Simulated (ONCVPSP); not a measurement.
**As (Z = 33): excitation energies, all-electron against ONCV**

- Element: As (Z = 33)
- Generator: ONCVPSP 4.0.1
- Type: optimised norm-conserving Vanderbilt (ONCV)
- Functional: PBEsol
- Relativity: scalar-relativistic
- Frozen core: [Ar] 3d10
- Valence charge: 5
- Reference configuration: 4s1.75 4p3.25
- Partial waves: 4s: rc 1.70 bohr, ncon 5, nbas 8, qcut 4.5 1/bohr, 1 projector; 4p: rc 1.85 bohr, ncon 5, nbas 9, qcut 5 1/bohr, 2 projectors, debl 3.2 Ha; d scattering state at 0.4 Ha: rc 2.00 bohr, ncon 3, nbas 7, qcut 4.2 1/bohr, 1 projector
- Local potential: polynomial inside 1.40 bohr (lpopt 2, dvloc0 4 Ha)
- Core correction: none

Energies are relative to the spin-unpolarised reference configuration 4s1.75 4p3.25; without spin polarisation the order of configurations can differ from experiment.

| valence configuration | charge | ΔE all-electron (eV) | error AE − PS (meV) |
| --- | --- | --- | --- |
| 4s2 4p2 | +1 | 6.824 | -5.2 |
| 4s2 4p1 | +2 | 24.766 | -27 |

(1) What are ΔE and the potential's error for 4s2 4p3?

(2) What are ΔE and the potential's error for 4s0 4p5?

Levels in the configuration 4s2 4p3:

```csv
level,all-electron (eV),pseudo (eV)
4s,-14.503,-14.506
4p,-5.197,-5.197
```

Results:

(1) ΔE = -2.334 eV all-electron; the error (AE − PS) is +0.5 meV.

(2) ΔE = 16.739 eV all-electron; the error (AE − PS) is +16 meV.
